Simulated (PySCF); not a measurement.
A calculated (B97-3, PySCF 2.14, x2c-QZVPPall, scalar relativity by spin-free X2C-1e) atom or ion has these occupied shells.

```
shell  electrons  orbital energy (eV)  rms radius, mean of both spins (bohr)
   1s          2             -15091.1                                 0.0464
   2s          2              -2039.6                                  0.193
   2p          6              -1807.2                                  0.171
   3s          2              -315.48                                  0.546
   3p          6              -240.30                                  0.560
   3d         10              -116.00                                  0.580
   4s          2              -40.683                                   1.56
   4p          6              -23.471                                   1.84
```

**Question.** Name the element and its charge.

**Answer.** Rb⁺ (rubidium, charge +1), in [Kr], closed-shell 1S.
